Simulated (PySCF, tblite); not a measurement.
C5H4ClF3O.
Structure used (GFN2-xTB), in Å, numbered top down from 1:
```xyz
14
C5H4ClF3O angstrom
C     -1.923   -0.128    0.810
C     -0.650   -0.649    0.279
C      0.387    0.060   -0.200
C      0.398    1.531   -0.233
O     -0.553    2.246   -0.203
Cl     2.015    2.222   -0.276
C      1.613   -0.675   -0.697
F      2.643   -0.617    0.160
F      1.365   -1.983   -0.880
F      2.050   -0.216   -1.874
H     -2.149   -0.616    1.757
H     -2.721   -0.395    0.116
H     -1.916    0.950    0.930
H     -0.558   -1.729    0.289
```

Computed, not measured: PBE0/def2-SVPD in PySCF (dipole) on a GFN2-xTB geometry, gas phase.

Masses are those of the commonest isotopes; rigid-rotor values at the optimised geometry. The values belong to one conformer with, in the numbering `[CH3:1]/[CH:2]=[C:3](\[C:4](=[O:5])[Cl:6])[C:7]([F:8])([F:9])[F:10]`, C2–C3–C4–O5 -21°.

**Question.** Give the principal moments of inertia and the rotational constants in MHz.

**Answer.** Ia = 398.11, Ib = 431.25, Ic = 722.60 u·Å²; 505379 MHz·u·Å²/I gives A = 1269, B = 1172, C = 699.4 MHz.

**Question.** What kind of rotor is it?

**Answer.** An asymmetric top; Ray's κ = 0.658.

**Question.** What does the inertial defect say?

**Answer.** Not planar: Δ = Ic − Ia − Ib = -106.76 u·Å². For a rigid frame Δ = −2 Σ m c², so Σ m c² = 53.38 u·Å² lies off the ab plane: 1.85 from hydrogen and 51.54 from heavier atoms. The atom farthest from that plane is 1.13 Å away.

**Question.** Where do the levels up to J = 2 lie, in MHz?

**Answer.** Above 0(0,0):
J = 1: 1(0,1) 1871, 1(1,1) 1969, 1(1,0) 2441
J = 2: 2(0,2) 5225, 2(1,2) 5239, 2(1,1) 6656, 2(2,1) 6949, 2(2,0) 7338
Those of J = 1 are B + C, A + C and A + B.

**Question.** Which lines would a microwave search look for?

**Answer.** The dipole components are |μa| = 0.69 D, |μb| = 3.40 D, |μc| = 0.64 D. The squared components, which scale the intensities, stand as 0.04 : 1.00 : 0.04 (a : b : c). Some lines, for components of 0.1 D or more:

```csv
type,branch,"J(Ka,Kc)",MHz,lower level (cm⁻¹)
a,Q,"2(2,0) ← 2(2,1)",389,0.232
b,Q,"1(1,0) ← 1(0,1)",570,0.062
b,Q,"2(2,0) ← 2(1,1)",681,0.222
a,Q,"2(1,1) ← 2(1,2)",1418,0.175
b,R,"1(1,1) ← 0(0,0)",1969,0.000
c,R,"1(1,0) ← 0(0,0)",2441,0.000
b,R,"2(0,2) ← 1(1,1)",3256,0.066
a,R,"2(1,2) ← 1(1,1)",3270,0.066
a,R,"2(0,2) ← 1(0,1)",3354,0.062
b,R,"2(1,2) ← 1(0,1)",3368,0.062
a,R,"2(1,1) ← 1(1,0)",4215,0.081
c,R,"2(1,1) ← 1(0,1)",4785,0.062
c,R,"2(2,0) ← 1(1,0)",4896,0.081
c,R,"2(2,1) ← 1(1,1)",4980,0.066
b,R,"2(2,0) ← 1(1,1)",5369,0.066
```

**Question.** Estimate the classical rotational partition function at 200 K, 298.15 K and 500 K.

**Answer.** Point group C1, symmetry number σ = 1; q = (√π/σ)·√((kT/h)³/(ABC)), k/h = 20836.6 MHz/K: 467000 at 200 K, 851000 at 298.15 K, 1850000 at 500 K.

Its GFN2-xTB frequencies are all real (lowest 34 cm⁻¹). These are rigid-rotor constants of the computed structure; measured ground-state constants (B0) also hold zero-point vibration. A rigid rotor knows nothing of internal rotation, which can split or shift real lines. Quadrupole hyperfine structure (35Cl) is left out.
